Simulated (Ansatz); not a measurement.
C2H6FInO (`C[CH2][In]([OH])[F]`) at its PBE0-D4/def2-TZVP geometry, where that method's forces vanish. Total charge 0; spin multiplicity 1. In: def2 effective core potential.

```csv
atom,x (Å),y (Å),z (Å)
C1,-0.9167,0.2457,-1.2454
C2,-0.0405,-0.8124,-0.5936
In3,0.9033,-0.2192,1.2379
O4,0.9097,1.4248,2.3362
F5,2.0636,-1.4904,2.1642
H6,-0.3525,1.1445,-1.5045
H7,-1.3590,-0.1352,-2.1712
H8,-1.7411,0.5531,-0.5979
H9,0.7739,-1.1258,-1.2508
H10,-0.6072,-1.7138,-0.3490
H11,0.3665,2.1287,1.9741
```

Question: For each bond, give half the difference of the two atoms' forces along it (eV/Å; positive pushes the atoms apart) under PBE-D4, r2SCAN-D4, B3LYP-D4, ωB97M-V in def2-TZVPP. (Estimate.)

Answer: Computed: 
```tsv
bond	length (Å)	PBE-D4	r2SCAN-D4	B3LYP-D4	ωB97M-V
C1–C2	1.521	-0.05	0.10	0.18	0.27
C1–H6	1.092	0.10	-0.04	-0.07	-0.08
C1–H7	1.094	0.14	-0.01	-0.07	-0.12
C1–H8	1.092	0.10	-0.04	-0.07	-0.08
C2–In3	2.144	-0.12	-0.02	0.06	-0.13
C2–H9	1.092	0.09	-0.05	-0.13	-0.09
C2–H10	1.092	0.09	-0.05	-0.13	-0.09
In3–O4	1.977	0.27	0.10	0.17	0.02
In3–F5	1.955	0.40	0.08	0.20	0.03
O4–H11	0.960	0.42	0.06	-0.02	-0.06
```

B3LYP here is the variant with VWN-RPA as its local correlation; programs differ in this.
